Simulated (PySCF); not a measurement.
Predicted microwave data (PBE0/pcSseg-1 in PySCF (dipole) on a GFN2-xTB geometry, gas phase) for one isomer of C2H5F2NO4S2:

| Property | Result |
| --- | --- |
| Rotational constants | A = 1549, B = 700.3, C = 598.5 MHz |
| Dipole components | \|μa\| = 2.36 D, \|μb\| = 0.66 D, \|μc\| = 0.18 D |
| Inertial defect | -203.51 u·Å² |
| κ | -0.79 |

Question: Which candidate fits, each taken in the one conformer that was computed?
A. `[CH3:1][CH2:2][N:3]([S:4](=[O:5])(=[O:6])[F:7])[S:8](=[O:9])(=[O:10])[F:11]` with C1–C2–N3–S4 -69°, C2–N3–S4–O5 -16°, C2–N3–S8–O9 169°
B. `[CH3:1][S:2](=[O:3])(=[O:4])[NH:5][S:6](=[O:7])(=[O:8])[CH:9]([F:10])[F:11]` with C1–S2–N5–S6 85°, S2–N5–S6–O7 -48°, N5–S6–C9–F10 149°

Answer: B. It is CS(=O)(=O)NS(=O)(=O)C(F)F, an asymmetric top, point group C1. The candidates at the same level (rigid rotor, commonest isotopes):

| SMILES | A (MHz) | B (MHz) | C (MHz) | μa (D) | μb (D) | μc (D) | Δ (u·Å²) | point group | rotor |
| --- | --- | --- | --- | --- | --- | --- | --- | --- | --- |
| CS(=O)(=O)NS(=O)(=O)C(F)F | 1549 | 700.3 | 598.5 | 2.36 | 0.66 | 0.18 | -203.51 | C1 | asymmetric top |
| CCN(S(=O)(=O)F)S(=O)(=O)F | 1285 | 909.8 | 707.3 | 0.13 | 3.79 | 1.28 | -234.08 | C1 | asymmetric top |

`CCN(S(=O)(=O)F)S(=O)(=O)F` has B 30 % too high. No structure here is proved a minimum.
